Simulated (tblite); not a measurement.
Species: C3H14FNSi3.
Numbering: `[CH3:1][C@H:2]([NH2:3])[CH2:4][SiH2:5][SiH2:6][SiH2:7][F:8]` (hydrogens: H9, H10, H11 on C1; H12 on C2; H13, H14 on N3; H15, H16 on C4; H17, H18 on Si5; H19, H20 on Si6; H21, H22 on Si7)

The geometry is computed with GFN2-xTB (gas phase).

**Question.** Give the optimised bond lengths and angles.

**Answer.** 
| bond | length (Å) |
| --- | --- |
| C1–C2 | 1.532 |
| C2–N3 | 1.460 |
| C2–C4 | 1.524 |
| C4–Si5 | 1.909 |
| Si5–Si6 | 2.314 |
| Si6–Si7 | 2.303 |
| Si7–F8 | 1.627 |
| C1–H9, C1–H10, C1–H11 | 1.089 |
| C2–H12 | 1.098 |
| N3–H13, N3–H14 | 1.015 |
| C4–H15 | 1.089 |
| C4–H16 | 1.091 |
| Si5–H17 | 1.474 |
| Si5–H18 | 1.472 |
| Si6–H19 | 1.491 |
| Si6–H20 | 1.472 |
| Si7–H21 | 1.464 |
| Si7–H22 | 1.461 |

Bonds in one row agree within 0.01 Å and their mean is given. A selection of angles:
| angle | degrees |
| --- | --- |
| C1–C2–N3 | 112.4 |
| C1–C2–C4 | 111.8 |
| N3–C2–C4 | 107.7 |
| C2–C4–Si5 | 110.7 |
| C4–Si5–Si6 | 109.9 |
| Si5–Si6–Si7 | 119.4 |
| Si6–Si7–F8 | 108.3 |
| H13–N3–C2 | 111.0 |
| H14–N3–C2 | 109.3 |

Dihedral angles: C1–C2–C4–Si5 -178° (antiperiplanar); C2–C4–Si5–Si6 -35° (synclinal); C4–Si5–Si6–Si7 -63° (synclinal); Si5–Si6–Si7–F8 15° (synperiplanar).

Si5 (SiH2 silicon) is distorted tetrahedral (angles from 104.9° to 114.9°). N3 (primary amine nitrogen) is pyramidal (angles 111.0°, 109.3° and 107.7°, sum 328.0°, 0.38 Å off the plane of its three neighbours). Si6 (SiH2 silicon) is distorted tetrahedral (angles from 100.4° to 119.4°). Of the pairs four or more bonds apart, N3···Si6 is among the closest relative to their van der Waals radii: 2.72 Å, 75 % of the sum of Bondi's values. Si7 (fluorine-bound silicon) is distorted tetrahedral (angles from 100.9° to 118.6°).

Point group: C1 (no symmetry element, even within 0.4 Å). Its GFN2-xTB frequencies are all real (lowest 35 cm⁻¹). One conformer, not necessarily the lowest (C1–C2–N3–H 60° and -58°, C1–C2–C4–Si5 -178°, C2–C4–Si5–Si6 -35°, C4–Si5–Si6–Si7 -63°, Si5–Si6–Si7–F8 15°).
